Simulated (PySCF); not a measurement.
## How methods differ on the excitation energy of I²⁺

I²⁺ [Kr] 4d10 5s2 5p3 (4S) → I²⁺ [Kr] 4d10 5s1 5p4 (4P), as a difference of total energies. Computed with PySCF 2.14 in x2c-TZVPPall, with the spin-free X2C one-electron Hamiltonian (Gaussian nucleus). Correlated levels: valence: [Kr] 4d10 frozen; valence and next inner shell: [Ar] 3d10 frozen. The calculations carry no spin-orbit coupling.

```
                                method  excitation energy (eV)
                                   UHF                  11.143
                                   LDA                  11.598
                                   PBE                  11.446
                                  PBE0                  11.421
                                r2SCAN                  11.179
                               LC-wPBE                  11.464
                                   M06                  11.720
                                 M06-L                  11.356
                               r2SCAN0                  11.230
                                  ROHF                  11.220
                         MP2 (valence)                  11.099
                     SCS-MP2 (valence)                  11.089
    MP2 (valence and next inner shell)                  11.486
SCS-MP2 (valence and next inner shell)                  11.398
```

Problem. How much does correlation contribute at MP2 (valence and next inner shell)?

Solution. 11.486 − (11.143) = 0.343 eV, measured against UHF.

A first-order spin-orbit estimate (lowest level to lowest level, LS coupling) adds -0.383 eV.
